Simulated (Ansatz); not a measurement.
Input and output for VSF₃.

```yaml
crystal:
  periodic: [false, false, false]
  atoms:
    - {symbol: V, position_ang: [-0.000320, 0.000570, -0.067043]}
    - {symbol: S, position_ang: [0.009658, -0.016575, 1.937420]}
    - {symbol: F, position_ang: [1.607053, 0.009326, -0.631494]}
    - {symbol: F, position_ang: [-0.811577, 1.397744, -0.607502]}
    - {symbol: F, position_ang: [-0.804814, -1.391065, -0.631371]}
basis:
  gaussian: {orbitals: cc-pVTZ}
magnetization: {spin_polarized: true, initial_magnetization: 2}
hamiltonian: {xc: {name: PBE0}}
scf: {omitted_lower_state_checks: [starts]}
output: {forces: true}
```

```sh
$ ansatz run in.yaml --threads 4 --pin off --events-out ev --progress --plain --max-ram 3916MiB
```

Output, abridged:

```
Functional definition: PBE0
1302 factors; their error is unknown
mean field evaluation 1: about -44658.9175 eV, gradient 3.9e1 eV
mean field evaluation 2: about -44637.2315 eV, gradient 9.1e1 eV
mean field evaluation 4: about -44663.0871 eV, gradient 1.1e1 eV
mean field evaluation 8: about -44663.5976 eV, gradient 1.6e-1 eV
mean field evaluation 16: about -44663.7418 eV, gradient 5.3e-2 eV
mean field evaluation 32: about -44663.9466 eV, gradient 3.5e-4 eV
mean field -44663.94658783 eV, -1641.3697627925 hartree, gradient 5.6e-6 eV, S^2 2.007496; 0 other end points of the search recorded, 0 dependent functions left out
reference -44663.94663602 eV, -1641.3697645632 hartree; 34, 32 occupied and 158, 160 virtual orbitals, 1302 factors
Total energy: -44663.94663602 eV, -1641.3697645632 hartree
Atom 0 at    -0.000320     0.000570    -0.067043 Å, force    -0.114898     0.198147    -5.064368 eV/Å
Atom 1 at     0.009658    -0.016575     1.937420 Å, force     0.045013    -0.077454     5.360505 eV/Å
Atom 2 at     1.607053     0.009326    -0.631494 Å, force     0.934473    -0.151924    -0.105461 eV/Å
Atom 3 at    -0.811577     1.397744    -0.607502 Å, force    -0.533169     0.918142    -0.085245 eV/Å
Atom 4 at    -0.804814    -1.391065    -0.631371 Å, force    -0.331419    -0.886912    -0.105431 eV/Å
Dipole moment:     0.006555    -0.011255     0.330516 e Å
Checks for a lower state left out: starts
```

It took 25 s on 4 threads of Arm Neoverse V1 on a shared host, peak host memory 1.1 GiB.
